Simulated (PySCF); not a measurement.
A structure optimised at B3LYP-D3(BJ)/def2-SVP, used in a PySCF frequency run:

```xyz
16

C      2.2432     0.1660     0.8343
C      1.4011    -0.3815    -0.0463
C      0.5034     0.3862    -0.9748
C     -0.9865     0.3021    -0.6531
C     -1.4934     0.4080     0.7600
C     -1.6151    -0.8969     0.0109
H      2.3389     1.2528     0.9312
H      2.8717    -0.4470     1.4862
H      1.3415    -1.4750    -0.1082
H      0.8041     1.4482    -0.9780
H      0.6550     0.0121    -2.0042
H     -1.6071     0.7907    -1.4128
H     -2.3990     0.9916     0.9474
H     -0.7471     0.4585     1.5585
H     -0.9695    -1.7217     0.3238
H     -2.6049    -1.2135    -0.3296
```

### Question
Write its SMILES and formula.

### Answer
C=CCC1CC1, C₆H₁₀

### Question
What are its rotational constants (standard atomic weights)?

### Answer
6.9280, 2.2953, 2.1345 GHz
